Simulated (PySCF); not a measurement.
H$_{3}$Si$_{2}$ (SMILES [SiH]=[SiH2]), doublet, geometry from GFN2-xTB. Base run: MP2/def2-SVP (PySCF).

PySCF was given this input:
```python
from pyscf import gto, scf, mp

mol = gto.Mole()
mol.atom = '''
    Si    1.022850   -0.597156    0.021604
    Si   -0.902579    0.471147   -0.016983
    H     2.027771    0.528571   -0.021045
    H    -1.688478    1.728556   -0.063371
    H    -2.023091   -0.492998    0.019715
'''
mol.basis = 'def2-svp'
mol.charge = 0
mol.spin = 1
mol.verbose = 4
mol.build()

mf = scf.UHF(mol)
mf.kernel()

pt = mp.MP2(mf, frozen=10)
pt.kernel()
print('E(MP2) = %.10f' % pt.e_tot)
```

Each row names what was changed in the base input (with any setting that the change needs).

| change | basis functions | E (Eh) | MP2 correlation (Eh) | SCF-reference HOMO (eV) | SCF-reference dipole (D) |
|---|---|---|---|---|---|
| base | 51 | -579.49084 | -0.17024 | -8.71 | 1.35 |
| basis = STO-3G | (withheld) | (withheld) | (withheld) | (withheld) | (withheld) |
| basis = 3-21G | 32 | (withheld) | (withheld) | -8.71 | (withheld) |
| basis = 6-31G | 32 | (withheld) | (withheld) | (withheld) | (withheld) |
| basis = 6-31G* | 42 | -579.60666 | -0.13917 | -8.59 | 1.34 |
| basis = def2-SV(P) | 42 | -579.46023 | -0.14591 | -8.72 | 1.34 |
| basis = 6-311G** | 70 | -579.68442 | -0.17125 | -8.62 | 1.24 |
| basis = def2-SVPD | 72 | -579.50460 | -0.17881 | -8.67 | 1.41 |
| basis = 6-311++G** | 81 | -579.68588 | -0.17208 | -8.63 | 1.30 |
| basis = def2-TZVP | (withheld) | (withheld) | (withheld) | -8.70 | 1.35 |
| basis = pcseg-2 | 110 | -579.71962 | -0.20317 | -8.67 | 1.28 |
| basis = cc-pVTZ | 110 | -579.74541 | -0.21308 | -8.69 | 1.34 |
| basis = def2-TZVPP | 126 | -579.73845 | -0.21356 | -8.70 | 1.34 |

Question: Some entries are withheld; supply them.

Answer: 
- basis = STO-3G, basis functions: 21
- basis = STO-3G, E (Eh): -572.87041
- basis = STO-3G, MP2 correlation (Eh): -0.06387
- basis = STO-3G, SCF-reference HOMO (eV): -5.01
- basis = STO-3G, SCF-reference dipole (D): 0.92
- basis = 3-21G, E (Eh): -576.52760
- basis = 3-21G, MP2 correlation (Eh): -0.09108
- basis = 3-21G, SCF-reference dipole (D): 1.31
- basis = 6-31G, E (Eh): -579.49539
- basis = 6-31G, MP2 correlation (Eh): -0.08812
- basis = 6-31G, SCF-reference HOMO (eV): -8.66
- basis = 6-31G, SCF-reference dipole (D): 1.36
- basis = def2-TZVP, basis functions: 92
- basis = def2-TZVP, E (Eh): -579.72606
- basis = def2-TZVP, MP2 correlation (Eh): -0.20176

Totals compare only among sets that treat the same electrons; sets with core potentials leave the core out.

Open shells are given as the SCF converged; they aren't shown to be the lowest states, and a large step between rows can be another state.
